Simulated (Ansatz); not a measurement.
Frontier orbitals of CH₅BIIn, SMILES `B[CH]([InH2])I`.

The species carries charge 0 and has multiplicity 1. Correlated methods include outer-core shells of I, In, which these sets cover unevenly. In, I: def2 effective core potential. The geometry is a stationary point of PBE0-D4/def2-TZVP. Basis def2-TZVPP, the Gaussian-basis code of Ansatz.

```json
{"functional": "PBE", "HOMO (eV)": "-6.25", "LUMO (eV)": "-2.81", "gap (eV)": "3.44"}
{"functional": "PBE0", "HOMO (eV)": "-7.36", "LUMO (eV)": "-1.96", "gap (eV)": "5.40"}
{"functional": "B3LYP", "HOMO (eV)": "-7.16", "LUMO (eV)": "-2.21", "gap (eV)": "4.95"}
{"functional": "r2SCANh", "HOMO (eV)": "-6.90", "LUMO (eV)": "-2.27", "gap (eV)": "4.63"}
{"functional": "LC-ωPBE", "HOMO (eV)": "-9.89", "LUMO (eV)": "0.04", "gap (eV)": "9.93"}
{"functional": "ωB97M-V", "HOMO (eV)": "-9.47", "LUMO (eV)": "-0.35", "gap (eV)": "9.12"}
```

Against PBE, PBE0 changes HOMO and LUMO by −1.11 and +0.85 eV, ωB97M-V by −3.21 and +2.45 eV. A gap of 3.45 eV thus becomes 9.11 eV for the same molecule, so an orbital gap means little without its functional.

B3LYP here is the variant with VWN-RPA as its local correlation; programs differ in this. LC-ωPBE has ω = 0.4 bohr⁻¹.
